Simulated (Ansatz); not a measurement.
The same molecule with X = Ti, Zr, Hf. Ansatz, PBE0-D4/def2-TZVP geometries, multiplicity 1. Each molecule was computed in one conformer, which needn't be the lowest.

Elements past krypton have def2 core potentials. Scalar relativity is left out up to krypton.

| X | molecule | mean X–S bond length / Å | LUMO energy (B3LYP/def2-TZVPP) / eV | HOMO energy (PBE0/def2-TZVPP) / eV | HOMO–LUMO gap (B3LYP/def2-TZVPP) / eV |
| --- | --- | --- | --- | --- | --- |
| Ti | `[SH][Ti]([SH])([SH])[SH]` | 2.269 | -3.17 | -7.82 | 4.39 |
| Zr | `[SH][Zr]([SH])([SH])[SH]` | 2.422 | -2.61 | -7.89 | 5.02 |

Problem. Give the row for X = Hf, `[SH][Hf]([SH])([SH])[SH]`. (An estimate is asked.)

Solution. Ansatz gave: 
| X | molecule | mean X–S bond length / Å | LUMO energy (B3LYP/def2-TZVPP) / eV | HOMO energy (PBE0/def2-TZVPP) / eV | HOMO–LUMO gap (B3LYP/def2-TZVPP) / eV |
| --- | --- | --- | --- | --- | --- |
| Hf | `[SH][Hf]([SH])([SH])[SH]` | 2.426 | -2.16 | -7.95 | 5.52 |

From Ti to Hf the mean X–S bond length rises at each step, by 0.157 Å in all; the LUMO energy (B3LYP/def2-TZVPP) rises at each step, by 1.01 eV in all; the HOMO energy (PBE0/def2-TZVPP) falls at each step, by 0.13 eV in all; the HOMO–LUMO gap (B3LYP/def2-TZVPP) rises at each step, by 1.13 eV in all.

B3LYP here is the variant with VWN-RPA as its local correlation; programs differ in this.
